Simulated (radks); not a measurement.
Problem. Ionisation of the neodymium ion Nd+, [Xe] 4f4 6s1, to [Xe] 4f4 as the strength of local exchange is varied. Method: scalar-relativistic Kohn-Sham, Slater X-alpha exchange (alpha = 2/3 is LDA exchange), no correlation, spin-polarised, spherical densities, finite nucleus; open shells are filled with parallel spins first (spin-orbit coupling, left out, can overturn this in heavy ions); Fermi nuclear charge, rms radius 4.9123 fm; computed with a radial shooting solver on a logarithmic mesh with Libxc functionals.

alpha  E(Nd+) (hartree)  exchange (hartree)  IE (eV)  -e of the level emptied (eV)  <r> of it (bohr)
0.563        -9578.0454           -176.1318   10.090                    7.645 (6s)             4.103
0.641        -9602.5610           -201.0697   10.480                    8.059 (6s)             4.033
0.667        -9610.7474           -209.4100   10.614                    8.202 (6s)             4.009
0.834        -9663.5004           -263.3095   11.517                    9.178 (6s)             3.861
0.984        -9711.1335           -312.2054   12.380                   10.119 (6s)             3.734
1.021        -9722.9191           -324.3365   12.599                   10.360 (6s)             3.704
?            -9666.0349           -265.9057   11.561                    9.227 (6s)             3.854

Which alpha was used in the last row?

Solution. alpha = 0.842. NIST Atomic Spectra Database: 10.78 eV (semi-empirical). The Delta-SCF value meets it near alpha = 0.70. Open shells are spherical and high-spin; term and fine-structure splittings are not resolved. Spin-orbit splitting is averaged out at the scalar-relativistic level.
